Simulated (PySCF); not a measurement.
# One molecule, several mistakes: Cl2HSi

All numbers below are calculated, not measured. They come from PySCF 2.14.0, an open-source quantum chemistry program, on an isolated molecule that a program drew, which may never have been made. The molecule is Cl2HSi (charge 0, doublet), drawn as the SMILES string `Cl[SiH]Cl`.

Each row is a Hartree-Fock (HF) and frozen-core CCSD(T) single point in the cc-pV(D+d)Z basis, meant for a local HF minimum. Run 1 is clean. Each other run has one planted mistake out of seven kinds, and not every kind appears here: one electron removed, one electron added, multiplicity raised by two, geometry at a saddle point, minimal basis STO-3G, one bond length entered in bohr, all coordinates scaled. The reference is restricted for singlets and unrestricted otherwise, and also for a bond in bohr. Adding or removing an electron swaps singlet and doublet. Electrons count all cores. HOMO and LUMO are orbital energies over both spins, the gradient is its largest component, and the lowest frequency (negative if imaginary) is given only where the gradient is small. Bond lengths are over the 3 bonds as drawn. T1 is the CCSD diagnostic: over 0.02 (restricted) or 0.045 (unrestricted) a single reference is doubtful.

Geometry of the clean run:
```xyz
4
Cl2HSi, angstrom
Cl   -1.1625   -0.4912   -0.1419
Si   -2.4122   -2.0282    0.4254
Cl   -3.5851   -2.6119   -1.1653
H    -3.2955   -1.5366    1.4974
```

```
run,electrons,basis functions,<S^2>,HOMO (eV),LUMO (eV),gradient (hartree/bohr),lowest frequency (cm^-1),mean bond (Å),longest bond (Å),T1,HF (hartree),CCSD(T) (hartree),mistake
1,49,74,0.754,-9.86,0.70,3.4e-05,192,1.8649,2.061,0.0125,-1208.59115,-1208.98870,no fault
2,49,74,0.772,-7.45,1.40,4.1e-05,-1553,1.8438,2.040,0.0125,-1208.54953,-1208.95468,geometry at a saddle point
3,48,74,0.000,-18.67,-8.00,6.9e-02,-,1.8649,2.061,0.0210,-1208.26086,-1208.66969,one electron removed
4,49,74,3.765,-4.14,-3.31,1.2e-01,-,1.8649,2.061,0.0464,-1208.30380,-1208.69716,multiplicity raised by two
5,50,74,0.000,-1.18,9.68,7.7e-02,-,1.8649,2.061,0.0085,-1208.59844,-1209.01965,?
6,49,74,1.710,-8.42,-0.96,5.0e-03,-,2.4760,3.894,0.0366,-1208.46061,-1208.83334,?
```

**Which mistake was planted in run 5, and what did it cost?**

It counts 50 electrons, one more than the clean run, at the same geometry and basis. So the mistake is: one electron added. Subtracting run 1 and multiplying by 627.51 kcal/mol a hartree, the energy moved by -4.6 kcal/mol in HF and -19.4 kcal/mol in CCSD(T).

**Which mistake was planted in run 6, and what did it cost?**

The mean bond changes by a factor of 1.328 and the longest by 1.889, so the molecule wasn't scaled as a whole. A length L in bohr read as angstrom grows by (1/0.5292 - 1) L = 0.890 L. The 3 bonds together grew by 3 x 0.6111 = 1.833 Å, which gives L = 2.061 Å. That is the length of one of the Cl-Si bonds, 2.061 Å in the clean geometry. So the mistake is: one bond length entered in bohr. Subtracting run 1 and multiplying by 627.51 kcal/mol a hartree, the energy moved by 81.9 kcal/mol in HF and 97.5 kcal/mol in CCSD(T).

Cautions from the logs. Run 3: T1 is over the limit, so its CCSD(T) energy is less reliable; run 4: T1 is over the limit, so its CCSD(T) energy is less reliable.
